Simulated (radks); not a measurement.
All-electron atom: the arsenic ion As6+ in [Ar] 3d9.

All-electron calculation, Dirac Kohn-Sham, PBE, spin-unpolarised, spherical densities, finite nucleus; open shells fill j = l - 1/2 first; Fermi nuclear charge, rms radius 4.0968 fm. Program: a radial shooting solver on a logarithmic mesh with Libxc functionals.

Energy parts (eV):
| part | energy |
|---|---|
| total | -61232.347 |
| kinetic | 62622.126 |
| electron-nucleus | -145126.360 |
| Hartree | 23472.397 |
| exchange-correlation | -2200.510 |

Orbitals (lengths in bohr, moments of r in powers of bohr; <r^-3> diverges for s and p1/2):
orbital  occ.  eigenvalue (eV)  <r^-3>  <1/r>       <r^4>
1s1/2       2        -11817.46       -  33.47  0.00001999
2s1/2       2        -1587.246       -  7.418    0.004062
2p1/2       2        -1428.966       -  7.381    0.002832
2p3/2       4        -1392.386    1065  7.166    0.003036
3s1/2       2        -287.2944       -  2.421      0.2564
3p1/2       2        -233.8410       -  2.305      0.2981
3p3/2       4        -228.6551   152.3  2.254      0.3174
3d3/2       4        -136.8441   18.79  2.001      0.5006
3d5/2       5        -136.0460   18.26  1.988      0.5110

The highest occupied level is 3d5/2 at -136.05 eV. The density falls to 0.001 e/bohr^3 at r = 2.05 bohr. Summed over all electrons, <r^2> = 8.164 bohr^2, which gives a Langevin (diamagnetic) susceptibility term of -6.47 x 10^-6 cm^3/mol. The electron density at the nucleus is 3.553e+04 e/bohr^3.
